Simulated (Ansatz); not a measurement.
All numbers were calculated with Ansatz.

A structure relaxed at PBE0-D4/def2-TZVP, charge 0, multiplicity 1:

```xyz
6

S     1.3223    1.2226    0.6647
Ga   -0.4444    0.5854   -0.4768
S    -1.1036   -1.5107   -0.4299
H     1.5875    0.0069    1.1693
H    -1.2324    1.6232   -1.3222
H    -0.1294   -1.9274    0.3948
```

Problem. Give its formula and SMILES.

Solution. GaH3S2, `[SH][GaH][SH]`.

Problem. Point group (tolerance 0.08 Å, 0.16 Å for H)?

Solution. C2v.

Problem. Summarise the bond lengths by kind.

Solution. 2 × Ga–S 2.198 Å; 2 × H–S 1.343 Å; 1 × Ga–H 1.553 Å.
